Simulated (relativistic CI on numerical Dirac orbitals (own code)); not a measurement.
# Level scheme of Sr²⁴⁺

Computed by Dirac-Coulomb-Breit CI, orbitals from a KLI potential per configuration, QED by a radiative potential, unscaled Slater integrals (own radial code, finite nucleus).

Configuration list (outside the closed core [Ne]): 3s2.3p2, 3s.3p3, 3s2.3p.3d, 3p4, 3s.3p2.3d, 3p3.3d, 3s.3p.3d2, 3s2.3d.4p, 3p3.4s, 3s2.3p.4s, 3s.3p.3d.4s, 3p3.4p, 3s2.3p.4p, 3s2.3p.4d, 3s.3p2.4s, 3p2.3d.4p, 3s2.3p.4f, 3s.3p2.4p, 3s.3p2.4d, 3s.3p2.4f, 3s2.3p.5s, 3s2.3p.5p, 3s2.4s.4p, 3s2.3p.5d, 3s2.3p.5f, 3s2.3p.5g, 3s.3p.4s2, 3s.3p2.5s, 3s2.3d2, 3s.3d3, 3p2.3d2, 3p.3d3, 3p.3d2.4s, 3p.3d2.4p, 3p.3d2.4d, 3s2.3d.4s, 3s.3d2.4s, 3s.3p.3d.4p, 3s.3d2.4p, 3s.3d.4s.4p, 3s.3d.4p2, 3s.3d.4p.4d, 3p2.3d.4s, 3p.3d.4s2, 3p.3d.4s.4p, 3p.3d.4s.4d, 3s2.4s2, 3s.3d.4s2, 3s2.4p2, 3s.3p.4s.4p, 3s.4s2.4p, 3s.4s.4p2, 3s.4s.4p.4d. Double excitations out of closed p, d and f shells are left out; levels of such configurations are missing from the list, as are those of other unlisted configurations, and high levels can miss mixing partners. These lack a partner that the ground configuration has and come out too high: 3s.3p2.4d, 3s.3p2.4f, 3s.3p2.5s, 3s2.3p.4f, 3s2.3p.5s.

The lowest level is 3s2.3p2 3P_0, with 82 % of that term; Hund's rules for 3s2.3p2 give 3P with J = 0, in agreement.

| No. | Configuration | Term | J | E (cm⁻¹) | % | Landé g | jj configuration (%) |
| --- | --- | --- | --- | --- | --- | --- | --- |
| 1 | 3s2.3p2 | 3P | 0 | 0 | 82 |  | 3p1/2^2 (94) |
| 2 | 3s2.3p2 | 3P | 1 | 92177 | 98 | 1.499 | 3p1/2 3p3/2 (98) |
| 3 | 3s2.3p2 | 3P | 2 | 122178 | 54 | 1.276 | 3p1/2 3p3/2 (93) |
| 4 | 3s2.3p2 | 1D | 2 | 239060 | 54 | 1.219 | 3p3/2^2 (92) |
| 5 | 3s2.3p2 | 1S | 0 | 315731 | 81 |  | 3p3/2^2 (93) |
| 6 | 3s.3p3(4S°) | 5S° | 2 | 533288 | 83 | 1.904 | 3s 3p3/2 (59) |
| 7 | 3s.3p3(2D°) | 3D° | 1 | 648686 | 64 | 0.729 | 3s 3p3/2 (60) |
| 8 | 3s.3p3(2D°) | 3D° | 2 | 664763 | 63 | 1.299 | 3s 3p1/2 3p3/2^2 (65) |
| 9 | 3s.3p3(2D°) | 3D° | 3 | 699736 | 88 | 1.330 | 3s 3p1/2 3p3/2^2 (88) |
| 10 | 3s.3p3(2P°) | 3P° | 0 | 768801 | 89 |  | 3s 3p1/2 3p3/2^2 (89) |
| 11 | 3s.3p3(2D°) | 1D° | 2 | 772987 | 27 | 1.147 | 3s 3p1/2 3p3/2^2 (43) |
| 12 | 3s.3p3(2P°) | 3P° | 1 | 780943 | 67 | 1.330 | 3s 3p1/2 3p3/2^2 (69) |
| 13 | 3s2.3p.3d | 3F° | 2 | 846925 | 36 | 1.089 | 3p1/2 3d3/2 (43) |
| 14 | 3s2.3p.3d | 3F° | 2 | 885001 | 51 | 0.901 | 3p1/2 3d3/2 (26) |
| 15 | 3s.3p3(4S°) | 3S° | 1 | 892435 | 55 | 1.580 | 3s 3p1/2 3p3/2^2 (65) |
| 16 | 3s2.3p.3d | 3F° | 3 | 909581 | 89 | 1.092 | 3p1/2 3d5/2 (68) |
| 17 | 3s2.3p.3d | 3P° | 2 | 974485 | 50 | 1.305 | 3p1/2 3d5/2 (72) |
| 18 | 3s2.3p.3d | 3D° | 1 | 979745 | 41 | 0.885 | 3p1/2 3d3/2 (80) |
| 19 | 3s2.3p.3d | 3F° | 4 | 991565 | 98 | 1.248 | 3p3/2 3d5/2 (98) |
| 20 | 3s.3p3(2P°) | 1P° | 1 | 1016001 | 42 | 1.241 | 3s 3p3/2^3 (46) |
| 21 | 3s2.3p.3d | 3D° | 2 | 1060245 | 40 | 1.058 | 3p3/2 3d3/2 (63) |
| 22 | 3s2.3p.3d | 3P° | 0 | 1067026 | 88 |  | 3p3/2 3d3/2 (88) |
| 23 | 3s2.3p.3d | 3D° | 3 | 1071672 | 72 | 1.281 | 3p3/2 3d3/2 (37) |
| 24 | 3s2.3p.3d | 3P° | 1 | 1082766 | 57 | 1.245 | 3p3/2 3d3/2 (62) |
| 25 | 3s2.3p.3d | 3P° | 2 | 1099098 | 37 | 1.280 | 3p3/2 3d5/2 (61) |
| 26 | 3s2.3p.3d | 1F° | 3 | 1158169 | 85 | 1.038 | 3p3/2 3d5/2 (54) |
| 27 | 3s2.3p.3d | 1P° | 1 | 1196683 | 74 | 0.974 | 3p3/2 3d5/2 (69) |
| 28 | 3p4 | 3P | 2 | 1266505 | 39 | 1.366 | 3p3/2^2 (52) |
| 29 | 3s.3p2(3P)<4P>.3d | 5F | 1 | 1282414 | 82 | 0.167 | 3s 3p1/2^2 3d3/2 (65) |
| 30 | 3s.3p2(3P)<4P>.3d | 5F | 2 | 1300766 | 71 | 1.102 | 3s 3p1/2 3p3/2 3d3/2 (30) |
| 31 | 3s.3p2(3P)<4P>.3d | 5F | 3 | 1325436 | 66 | 1.325 | 3s 3p1/2^2 3d5/2 (45) |
| 32 | 3p4 | 3P | 0 | 1341928 | 33 |  | 3p3/2^2 (41) |
| 33 | 3s.3p2(3P)<4P>.3d | 3P | 1 | 1353346 | 35 | 1.386 | 3s 3p1/2 3p3/2 3d3/2 (58) |
| 34 | 3s.3p2(3P)<4P>.3d | 5D | 2 | 1371086 | 40 | 1.220 | 3s 3p1/2 3p3/2 3d3/2 (64) |
| 35 | 3s.3p2(3P)<4P>.3d | 5F | 4 | 1372010 | 81 | 1.365 | 3s 3p1/2 3p3/2 3d5/2 (78) |
| 36 | 3s.3p2(3P)<4P>.3d | 5D | 0 | 1376221 | 77 |  | 3s 3p1/2 3p3/2 3d3/2 (64) |
| 37 | 3s.3p2(3P)<4P>.3d | 5D | 3 | 1380764 | 38 | 1.335 | 3s 3p1/2 3p3/2 3d3/2 (56) |
| 38 | 3s.3p2(3P)<4P>.3d | 5D | 1 | 1388680 | 56 | 1.473 | 3s 3p1/2 3p3/2 3d5/2 (29) |
| 39 | 3p4 | 1D | 2 | 1392334 | 33 | 1.175 | 3p1/2 3p3/2^3 (41) |
| 40 | 3s.3p2(3P)<4P>.3d | 5D | 4 | 1404675 | 53 | 1.383 | 3s 3p1/2 3p3/2 3d5/2 (49) |
| 41 | 3s.3p2(3P)<4P>.3d | 3F | 2 | 1413364 | 72 | 0.832 | 3s 3p1/2 3p3/2 3d5/2 (42) |
| 42 | 3s.3p2(3P)<4P>.3d | 5F | 5 | 1414651 | 90 | 1.378 | 3s 3p1/2 3p3/2 3d5/2 (65) |
| 43 | 3s.3p2(1D)<2D>.3d | 3F | 3 | 1446345 | 54 | 1.278 | 3s 3p1/2 3p3/2 3d5/2 (60) |
| 44 | 3s.3p2(3P)<4P>.3d | 5P | 3 | 1472203 | 47 | 1.503 | 3s 3p1/2 3p3/2 3d5/2 (46) |
| 45 | 3s.3p2(3P)<4P>.3d | 5P | 2 | 1480675 | 78 | 1.745 | 3s 3p1/2 3p3/2 3d3/2 (42) |
| 46 | 3s.3p2(3P)<4P>.3d | 5P | 1 | 1488835 | 86 | 2.380 | 3s 3p1/2 3p3/2 3d3/2 (61) |
| 47 | 3s.3p2(3P)<4P>.3d | 3P | 2 | 1489343 | 37 | 1.382 | 3s 3p1/2 3p3/2 3d5/2 (35) |
| 48 | 3s.3p2(3P)<4P>.3d | 3F | 4 | 1508829 | 50 | 1.300 | 3s 3p3/2^2 3d5/2 (67) |
| 49 | 3s.3p2(1S)<2S>.3d | 3D | 1 | 1536044 | 31 | 1.090 | 3s 3p1/2 3p3/2 3d5/2 (29) |
| 50 | 3s.3p2(3P)<4P>.3d | 3P | 0 | 1536902 | 45 |  | 3s 3p3/2^2 3d5/2 (59) |
| 51 | 3s.3p2(3P)<2P>.3d | 3F | 2 | 1542667 | 43 | 0.988 | 3s 3p1/2^2 3d5/2 (23) |
| 52 | 3s.3p2(1D)<2D>.3d | 3G | 3 | 1548012 | 72 | 0.824 | 3s 3p1/2 3p3/2 3d3/2 (88) |
| 53 | 3s.3p2(1D)<2D>.3d | 3G | 4 | 1574237 | 81 | 1.083 | 3s 3p1/2 3p3/2 3d5/2 (47) |
| 54 | 3s.3p2(3P)<4P>.3d | 3D | 3 | 1580443 | 62 | 1.224 | 3s 3p1/2 3p3/2 3d5/2 (56) |
| 55 | 3s.3p2(1D)<2D>.3d | 1G | 4 | 1591398 | 58 | 1.071 | 3s 3p1/2 3p3/2 3d5/2 (60) |
| 56 | 3s.3p2(3P)<4P>.3d | 3D | 1 | 1591606 | 52 | 0.958 | 3s 3p3/2^2 3d3/2 (38) |
| 57 | 3s.3p2(1D)<2D>.3d | 1F | 3 | 1599392 | 35 | 1.042 | 3s 3p1/2 3p3/2 3d5/2 (60) |
| 58 | 3s.3p2(1D)<2D>.3d | 3P | 0 | 1604433 | 44 |  | 3s 3p3/2^2 3d3/2 (32) |
| 59 | 3s.3p2(1D)<2D>.3d | 3G | 5 | 1610220 | 89 | 1.218 | 3s 3p3/2^2 3d5/2 (64) |
| 60 | 3s.3p2(1D)<2D>.3d | 3D | 2 | 1611382 | 55 | 1.102 | 3s 3p3/2^2 3d3/2 (54) |
| 61 | 3s.3p2(3P)<2P>.3d | 3D | 1 | 1617134 | 68 | 0.684 | 3s 3p1/2 3p3/2 3d3/2 (79) |
| 62 | 3s.3p2(1D)<2D>.3d | 3D | 1 | 1626609 | 78 | 0.671 | 3s 3p1/2 3p3/2 3d5/2 (43) |
| 63 | 3s.3p2(1D)<2D>.3d | 3D | 3 | 1632588 | 54 | 1.248 | 3s 3p3/2^2 3d3/2 (37) |
| 64 | 3s.3p2(1D)<2D>.3d | 3P | 0 | 1635759 | 67 |  | 3s 3p1/2 3p3/2 3d5/2 (51) |
| 65 | 3s.3p2(1D)<2D>.3d | 3D | 2 | 1639686 | 66 | 1.083 | 3s 3p1/2 3p3/2 3d5/2 (45) |
| 66 | 3s.3p2(1D)<2D>.3d | 3P | 1 | 1649208 | 57 | 1.485 | 3s 3p1/2 3p3/2 3d5/2 (70) |
| 67 | 3s.3p2(3P)<2P>.3d | 3D | 2 | 1667366 | 44 | 1.184 | 3s 3p1/2 3p3/2 3d5/2 (32) |
| 68 | 3s.3p2(3P)<2P>.3d | 3F | 2 | 1672124 | 47 | 0.980 | 3s 3p1/2 3p3/2 3d3/2 (51) |
| 69 | 3s.3p2(3P)<2P>.3d | 3F | 3 | 1676795 | 46 | 1.167 | 3s 3p1/2 3p3/2 3d5/2 (37) |
| 70 | 3s.3p2(3P)<4P>.3d | 3F | 4 | 1682139 | 72 | 1.202 | 3s 3p3/2^2 3d3/2 (58) |

Energies count from the lowest computed level; ° marks odd parity. Percentages are summed over parent terms; the parents shown are those of the largest component, closed shells are left out there, and <> holds an intermediate term. Filled j subshells are mostly left out of the jj labels.

The mean weight of the leading LS term, summed over parents, in these 70 levels is 61 %, and that of the leading jj configuration (from the same eigenvectors) 58 %.

At this charge energies of transitions that change n are usually good to better than 1 %, and those within a shell (Δn = 0) to a few per cent.

LS names give the leading component of a level, which can be under half, so a name can repeat, a term be missing and a line seem to break the LS rules.
